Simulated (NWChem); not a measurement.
System: BeHOBr; SMILES [Be]([OH])[Br]

The following NWChem deck was run.

```
start job
memory heap 200 mb stack 900 mb global 1100 mb
geometry units angstroms noautosym nocenter noautoz
  Be     0.047704     1.208140    -0.000000
  Br    -0.083946    -0.758611     0.000000
  O      0.197964     2.607150    -0.000000
  H     -0.433303     3.318598     0.000000
end
basis spherical
  * library def2-tzvp
end
dft
  xc b3lyp
  iterations 150
end
property
  efieldgrad
end
task dft property
```

Structure relaxed at the PBE0-D3(BJ)/def2-TZVP level. B3LYP is NWChem's, with the RPA form of VWN correlation.

Vzz is the largest principal value of the second derivative of the potential at the nucleus (NWChem prints the opposite sign); η is the asymmetry. Non-relativistic.

Atoms are numbered as in the input.

Problem. What results follow from this input? (B3LYP/def2-TZVP.) Quantities: Vzz Be1 (a.u.); η Be1; Vzz Br2 (a.u.); η Br2; Vzz O3 (a.u.); η O3.

Solution. Vzz Be1 (a.u.): -0.172
η Be1: 0.16
Vzz Br2 (a.u.): 2.496
η Br2: 0.06
Vzz O3 (a.u.): 1.341
η O3: 0.06
